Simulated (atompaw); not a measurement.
## Building the PAW (atompaw) potential for As (PBEsol, scalar-relativistic).

Input for atompaw 4.2.0.5:

```
As 33
GGA-PBESOL scalarrelativistic loggrid 1500 logderivrange -3 5 201
4 4 3 0 0 0
4 1 2.5
0 0 0
c
c
c
v
c
c
v
c
2
1.75 1.70 1.35 1.50
y
3.4
n
y
2.25
n
y
0.5
y
1.4
n
custom polynom gramschmidtortho sinc
bessel
1.75
0.65
1.75
1.75
1.75
1.75
PWSCFOUT
UPFDX 0.0125d0 UPFXMIN -7.d0 UPFZMESH 33.d0
END
```

Command:

```bash
atompaw < As.input > As.log
```

Output (summary file):

```
[... start of the log left out ...]
   Valence                  :     -172.13381291333320

 PAW parameters:
       lmax =            2
         rc =    1.7621163291561448
        irc =         1048
   rc_shape =    1.7036043846787690
    rc_vloc =    1.3563517799632347
    rc_core =    1.5009672494739563
   Vloc: truncated form - Vps(r)=A.sin(qr)/r for r<rc
   Projector type: polynomial pseudization + Gram-Schmidt ortho.
   Sinc^2 compensation charge shape zeroed at   1.7036E+00

 Number of basis functions     6
 No.   n  nodes  l      Energy         Cp coeff         Occ
  1    4    3    0   -0.1378711E+01  0.1000000E+01  0.2000000E+01
  2  999    4    0    0.3400000E+01  0.1037237E+01  0.0000000E+00
  3    4    2    1   -0.6689372E+00  0.1000000E+01  0.2500000E+01
  4  999    3    1    0.2250000E+01  0.1344373E-01  0.0000000E+00
  5  999    1    2    0.5000000E+00  0.1000000E+01  0.0000000E+00
  6  999    2    2    0.1400000E+01  0.2420032E-02  0.0000000E+00

 Eigenvalues of overlap operator (in the basis of projectors):
    1       -6.96789663E-03
    2        1.97367355E-01
    3        2.29043305E+00
    4        3.52853084E+00
    5        5.48281147E+00
    6        3.83892342E+01

The overlap operator has at least one negative eigenvalue!
It might be not positive definite...
Program is stopping.
This probably means that your projectors are too similar
or that your PAW basis is incomplete.
Advice: try to change your input parameters (f.i. : reference energies).
```

The run stopped because the overlap operator built from these waves and projectors is not positive definite.

The run took about 3.4 s on one core of a shared server CPU.
